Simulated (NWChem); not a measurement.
Molecule: MoNH2SOF; SMILES [Mo](=[NH])(=[O])([F])[SH]

```xyz
7

Mo    -0.0411    -0.2983     0.0281
O     -0.9227    -0.7005     1.3833
N     -0.9495    -0.6699    -1.3828
H     -1.8284    -1.0405    -1.7457
F      1.5787    -1.1959    -0.0393
S      0.2022     2.0277     0.0515
H      0.1378     2.1827    -1.2899
```
Atoms are numbered in this order, from 1.

Program: NWChem. All runs use the structure optimised with PBE0/def2-SVP. def2 effective core potentials on Mo; no spin-orbit coupling.

For level PBE/def2-SVP (core potentials):

```
Property                     Value
---------------------------  -----
highest occupied level (eV)  -6.83
orbital gap (eV)              3.60
dipole (D)                    2.43
```

**Question.** How do the values read with level PBE/STO-3G (all-electron, non-relativistic) instead?

**Answer.** 
- highest occupied level (eV): -2.70
- orbital gap (eV): 3.80
- dipole (D): 0.96
